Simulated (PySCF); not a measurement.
CH6GeOSi, SMILES O1[CH2][GeH2][SiH2]1. Coordinates come from a TPSSh-D3(BJ)/def2-SVP optimisation. This is a generated structure with no PubChem entry under its InChIKey; it may be hypothetical.

The numbers are results of TPSSh-D3(BJ)/def2-SVP (PySCF), not measurements.

Harmonic wavenumbers (cm⁻¹): 84, 320, 347, 378, 446, 579, 588, 633, 674, 762, 811, 832, 875, 988, 1026, 1195, 1249, 1478, 2134, 2147, 2241, 2244, 3039, 3100. Rotational constants (GHz): 6.288, 2.881, 2.102; symmetry number 1.

Question: Work out the zero-point energy and the ideal-gas rigid-rotor harmonic-oscillator thermochemistry at 298.15 K and 1 atm.

Answer: ZPE = ½ Σ hcν = ½ × 28171 cm⁻¹ = 40.27 kcal/mol. H − E(el) = 44.61 kcal/mol. Entropy in cal/(mol K): translation 40.61, rotation 26.54, vibration 10.89, total 78.03. G − E(el) = 21.34 kcal/mol. Cp = 23.70 cal/(mol K). Modes under 150 cm⁻¹ make the vibrational entropy uncertain.
